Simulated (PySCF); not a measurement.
C₂H₃BF₂O, SMILES OB(F)/C=C/F. Geometry optimised at PBE-D3(BJ)/def2-SVP. The structure was generated by enumeration; whether it is a known compound was not checked. One conformer was computed; it need not be the lowest.

All values below come from PySCF with PBE-D3(BJ)/def2-SVP.

Harmonic wavenumbers (cm⁻¹): 97, 142, 208, 363, 413, 535, 556, 633, 833, 834, 945, 959, 1123, 1180, 1293, 1346, 1414, 1667, 3098, 3114, 3769. Rotational constants (GHz): 9.132, 1.731, 1.455; symmetry number 1.

Q: Work out the zero-point energy and the ideal-gas rigid-rotor harmonic-oscillator thermochemistry at 298.15 K and 1 atm.

A: ZPE = ½ Σ hcν = ½ × 24521 cm⁻¹ = 35.06 kcal/mol. H − E(el) = 39.57 kcal/mol. Entropy in cal/(mol K): translation 39.46, rotation 27.04, vibration 12.64, total 79.15. G − E(el) = 15.97 kcal/mol. Cp = 22.85 cal/(mol K). Modes under 150 cm⁻¹ make the vibrational entropy uncertain.
